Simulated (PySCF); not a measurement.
Gas-phase reaction: 2 CuH ⇌ 2 Cu + H2, at 2500 K and a standard pressure of 1 bar. Level: PBE/def2-SVP.

Computed with PySCF and rigid-rotor harmonic-oscillator thermochemistry at 1 bar. Open shells (unrestricted): Cu (multiplicity 2); the rest are closed-shell singlets. Cu: all electrons, no relativistic terms. The harmonic model lacks anharmonicity and excited electronic states, which grow with temperature; levels with a mode under 35 cm⁻¹ are left out.

```csv
species,E (Ha),H(2500 K) − E (kJ/mol),S°(2500 K) (J/mol/K)
CuH,-1640.58220,95.5,266.2
Cu,-1639.97490,52.0,210.6
H2,-1.16069,103.1,195.5
```
E: electronic energy; H − E holds the zero-point and thermal terms. 1 Ha = 2625.5 kJ/mol.

### Question
Work out ΔH°, ΔS°, ΔG° and log10 K from these numbers.

### Answer
1. ΔE = 2×(-1639.97490) + 1×(-1.16069) − 2×(-1640.58220) = 0.05391 Ha = 141.5 kJ.
2. Δ(H − E) = 2×(52.0) + 1×(103.1) − 2×(95.5) = 16.1 kJ, so ΔH° = 157.6 kJ.
3. ΔS° = 2×(210.6) + 1×(195.5) − 2×(266.2) = 84.3 J/K; the number of gas molecules changes by +1.
4. ΔG° = ΔH° − TΔS° = 157.6 − 2500×(84.3)/1000 = -53.2 kJ.
5. log10 K = −ΔG°/(RT ln 10) = 1.11, with RT ln 10 = 47.86 kJ/mol; at standard pressures the products are favoured.
6. A shift of 10 kJ in ΔE would move log10 K by 0.21 here.
7. Lowering the total pressure from 1 bar to 0.01 bar multiplies the mole-fraction quotient K_x = K (p/p°)^(−Δn) by 10^2, which pushes the balance towards the products.
For scale, ΔH°(298 K) is 148 kJ at this level, 90 kJ at ωB97M-V/def2-TZVP†, and runs from -86 to 816 kJ over the 20 levels computed († marks an energy on the PBE0/def2-TZVP geometry).
